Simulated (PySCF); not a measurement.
Ge(H)3(SeH) (GeH4Se), SMILES [GeH3][SeH].

Geometry: B3LYP-D3(BJ)/def2-TZVP.

Vertical ionisation energy (IE) and electron affinity (EA) in eV. Rows of orbital energies are one-electron estimates. Where ΔSCF, EOM or ADC give a negative EA the extra electron is unbound and the value depends on the basis.

```
level                                            IE     EA
---------------------------------------------  ----  -----
−ε(HOMO), −ε(LUMO), r2SCAN/def2-TZVPD (PySCF)  6.07   1.09
ADC(2)/aug-cc-pVDZ (PySCF)                     8.76  -0.56
```

Beyond the first one, list the lowest photoelectron lines from ADC(2)/aug-cc-pVDZ (PySCF) with their pole strengths (two spins summed). (An estimate is asked for; the answer gives what the named calculation found.)

10.71 eV (1.82), 12.14 eV (1.83), 12.54 eV (1.83), 13.35 eV (1.81), 18.12 eV (1.74).
